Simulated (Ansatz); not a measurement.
Reaction (redistribution): `[NH2][Al]([OH])[SiH3]` + `[BH2][GeH2][Cl]` → `[NH2][AlH][OH]` + `[SiH3][BH][GeH2][Cl]`

Computed with Ansatz on PBE0-D4/def2-TZVP structures; ΔE is electronic, products minus reactants. CCSD(T)/CBS is the MP2 limit (def2-TZVPP, def2-QZVPP) plus CCSD(T) − MP2 in def2-TZVPP, frozen cores. This one scheme is used for every species. DFT in def2-TZVPP. For Ge outer-core shells are correlated without core-valence functions, which leaves a few kJ/mol of doubt a bond. Scalar relativity is left out up to krypton. One conformer a species, not always the lowest.

| level | ΔE (eV) |
| --- | --- |
| PBE0-D4 | 0.20 |
| CAM-B3LYP-D4 | 0.17 |
| ωB97M-V | 0.15 |
| BLYP | 0.19 |

(1) What does CCSD(T)/CBS give? (Best estimate.)

Largest T1 diagnostic among the species: 0.013.

Results:

(1) Computed: +0.18 eV. The listed levels differ from it by 0.02, -0.01, -0.03, 0.01 eV.

Leaving LDA and LC-ωPBE aside and taking each functional with its dispersion term where it has one, the values, not all of them listed here, spread over 0.17 eV, from B97M-V to HSE06-D4. LDA lies −0.05 eV from PBE without D4.
